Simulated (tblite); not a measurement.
C₈H₁₂P (charge -1).
Z-matrix (Å and degrees, GFN2-xTB geometry), rows numbered from 1:
```
C 
C   1  1.5033
C   2  1.4015  1  122.86
C   3  1.3761  2  113.08  1  -179.97
P   4  1.7420  3  112.77  2     0.02
C   2  1.3879  1  124.72  3   179.59
C   6  1.5049  2  123.91  1     3.28
C   7  1.5326  6  109.98  2    91.74
C   7  1.5259  6  111.66  2  -146.21
H   1  1.0938  2  111.58  3   119.81
H   1  1.0945  2  111.54  3  -119.86
H   1  1.0908  2  110.03  3    -0.07
H   3  1.0859  2  123.34  1     0.02
H   4  1.0828  3  124.87  2  -179.95
H   7  1.1006  6  108.84  2   -26.50
H   8  1.0884  7  109.12  6    61.54
H   8  1.0888  7  110.26  6   -57.07
H   8  1.0932  7  111.45  6  -177.93
H   9  1.0884  7  110.11  6    61.26
H   9  1.0876  7  109.05  6   -57.14
H   9  1.0929  7  111.38  6  -177.69
```

Level: GFN2-xTB in tblite, geometry and Hessian alike; calculated harmonic values, unscaled, isolated species. Errors from tens to a few hundred cm⁻¹ against measured bands are possible. One conformer, not necessarily the lowest.

Harmonic wavenumbers (cm⁻¹): 39.2, 110.1, 124.7, 173.0, 198.8, 209.9, 241.7, 268.2, 335.8, 367.8, 464.8, 476.4, 519.6, 560.8, 633.0, 695.4, 717.0, 785.9, 878.1, 925.0, 935.0, 945.7, 979.7, 1010.1, 1024.6, 1044.3, 1108.7, 1135.2, 1167.6, 1221.4, 1234.8, 1307.0, 1323.4, 1387.4, 1393.6, 1395.8, 1402.5, 1439.4, 1491.5, 1500.5, 1501.9, 1508.2, 1508.9, 1516.2, 1519.7, 2856.1, 2919.0, 2942.7, 2944.5, 2953.9, 2969.9, 2988.4, 3009.7, 3012.3, 3018.7, 3022.6, 3032.5.

A = 1876, B = 1276, C = 882.7 MHz; mass 139.068 u (most abundant isotopes); point group C1, symmetry number 1.

**Question.** What is the zero-point energy?

**Answer.** ½Σν̃ = 38199 cm⁻¹ = 109.22 kcal/mol.

**Question.** Entropy at 200 K, 1 bar (ideal gas, RRHO, classical rotation)?

**Answer.** Translation 38.74, rotation 28.22, vibration 18.52: S = 85.5 cal/(mol K).

**Question.** And Cp and H(200 K) − H(0)?

**Answer.** Cp = 29.43 cal/(mol K), of which vibrations give 21.48 (their classical limit is 57 R = 113.3); H(200 K) − H(0) = 3.68 kcal/mol without the zero-point energy, 2.09 from vibrations.

**Question.** How do the functions run with temperature in this model?

**Answer.** 
| T (K) | S (cal/(mol K)) | Cp (cal/(mol K)) | H − H(0) (kcal/mol) | G − H(0) (kcal/mol) | ln q(vib) |
| --- | --- | --- | --- | --- | --- |
| 50 | 58.6 | 12.3 | 0.48 | -2.45 | 0.48 |
| 100 | 69.1 | 18.7 | 1.26 | -5.65 | 1.52 |
| 298.15 | 99.2 | 40.0 | 7.08 | -22.49 | 6.66 |
| 373.15 | 109.0 | 48.1 | 10.39 | -30.30 | 8.67 |
| 500 | 124.9 | 60.5 | 17.30 | -45.15 | 12.08 |
| 750 | 153.0 | 78.2 | 34.80 | -79.98 | 18.68 |
| 1000 | 177.2 | 89.9 | 55.90 | -121.34 | 24.93 |

q(vib) and H(0) count from the zero-point level.

**Question.** What must be added to the electronic energy to get the Gibbs energy at 200 K and 1 bar?

**Answer.** ZPE + [H(200 K) − H(0)] − T·S = 109.22 + 3.68 − 17.10 = 95.80 kcal/mol.

**Question.** Which modes carry the vibrational entropy at 200 K?

**Answer.** 39.2 cm⁻¹: 4.51; 110.1 cm⁻¹: 2.50; 124.7 cm⁻¹: 2.27; 173.0 cm⁻¹: 1.68; 198.8 cm⁻¹: 1.44; 209.9 cm⁻¹: 1.35 cal/(mol K); the other 51 give 4.78 together.

**Question.** Blend soft modes into free rotors: weight 1/[1 + (100 cm⁻¹/ν̃)⁴] for the oscillator and the rest for a rotor with moment μB/(μ + B), μ = h/(8π²ν), B = 10⁻⁴⁴ kg m². What vibrational entropy results?

**Answer.** 17.46 cal/(mol K) in place of 18.52, which changes −T·S at 200 K by +0.21 kcal/mol.

Hindered rotation and anharmonicity are outside this model. Other conformers, if any are populated, would add a mixing term that is left out. The structure is chiral; the term R ln 2 for an equal mix with its mirror image is left out.

The run took 0.89 s of wall time on one thread of an Arm Neoverse V1, shared host with 32 logical CPUs at a one-minute load of 9.2. The figure is for the frequency step alone.
